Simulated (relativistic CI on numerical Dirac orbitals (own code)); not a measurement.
Pb XXXIV: sensitivity of the levels to the model

Base calculation: Dirac-Coulomb-Breit CI, KLI orbitals optimised for each configuration, model QED (radiative potential, 1s self-energy scaled to tabulated hydrogen-like ionisation energies), unscaled Slater integrals.

CI space (outside the closed core [Ar] 3d10): 4s²4p⁶4d¹⁰4f³, 4s²4p⁶4d⁹4f⁴, 4s²4p⁶4d¹⁰4f²5s, 4s²4p⁶4d¹⁰4f²5p, 4s²4p⁵4d¹⁰4f⁴, 4s²4p⁶4d¹⁰4f5s², 4s²4p⁶4d¹⁰4f5s5p, 4s²4p⁶4d¹⁰4f²5d, 4s4p⁶4d¹⁰4f⁴, 4s²4p⁶4d¹⁰4f5p², 4s²4p⁴4d¹⁰4f⁵, 4s²4p⁶4d¹⁰4f5s5d, 4s²4p⁶4d⁹4f³5s, 4s²4p⁶4d⁹4f²5s², 4s²4p⁶4d¹⁰4f²5f, 4s²4p⁶4d¹⁰4f5p5d, 4s²4p⁶4d⁹4f³5p, 4s²4p⁶4d¹⁰4f²5g, 4s²4p⁶4d¹⁰4f²6s, 4s²4p⁶4d¹⁰4f5d², 4s²4p⁶4d¹⁰4f²6p, 4p⁶4d¹⁰4f⁵, 4s²4p⁵4d¹⁰4f²5s², 4s²4p⁶4d¹⁰4f²6d, 4s²4p⁵4d¹⁰4f³5s, 4s²4p⁶4d¹⁰4f²6g, 4s²4p⁶4d¹⁰4f²7s, 4s4p⁶4d¹⁰4f²5s², 4p⁶4d¹⁰4f⁴5s. Levels of other configurations are missing.

Variants: (1) configuration mixing switched off; (2) Breit term removed. Shifts of the energy above 4s²4p⁶4d¹⁰4f³ ⁴I°9/2, in cm⁻¹, for the lowest level and the first level of each name with at least 55 % of one term (blank where a level changes its place among those of its configuration and J or its character, or is not in the variant):

| Level | Base | Δ(1) | Δ(2) |
| --- | --- | --- | --- |
| 4s²4p⁶4d¹⁰4f³ ⁴I°9/2 | 0 | 0 | 0 |
| 4s²4p⁶4d¹⁰4f³ ⁴I°11/2 | 45030 | -243 | +2491 |
| 4s²4p⁶4d¹⁰4f³ ⁴I°13/2 | 76441 | -125 | +4244 |
| 4s²4p⁶4d¹⁰4f³ ⁴G°7/2 | 108782 | +2451 | +1432 |
| 4s²4p⁶4d¹⁰4f³ ²K°13/2 | 122568 | +309 | +4511 |
| 4s²4p⁶4d¹⁰4f³ ⁴G°9/2 | 142060 | +2182 | +3744 |
| 4s²4p⁶4d¹⁰4f³ ²D°5/2 | 165664 |  | +3588 |
| 4s²4p⁶4d¹⁰4f³ ²H°9/2 | 175330 | +3121 | +3925 |
| 4s²4p⁶4d¹⁰4f³ ⁴D°7/2 | 184798 | +4184 | +2706 |
| 4s²4p⁶4d¹⁰4f³ ²I°13/2 | 185859 | +1157 | +5745 |
| 4s²4p⁶4d¹⁰4f³ ²L°17/2 | 191108 | +1598 | +7213 |
| 4s²4p⁶4d¹⁰4f³ ²F°7/2 | 239104 | +5393 | +4231 |
| 4s²4p⁶4d¹⁰4f²5s ⁴H7/2 | 1830722 | +11895 | -4775 |
| 4s²4p⁶4d¹⁰4f²5s ⁴F3/2 | 1857381 | +13530 | -5356 |

At this charge energies of transitions that change n are usually good to better than 1 %, and those within a shell (Δn = 0) to a few per cent. Terms inside the open d or f shell come out 10 to 20 % too wide with unscaled integrals.

Ionisation energy from the two ground configurations alone: base 1283.61 eV. The NIST ASD value (theoretical) is 1300 eV.

LS names give the leading component of a level, which can be under half, so a name can repeat, a term be missing and a line seem to break the LS rules.
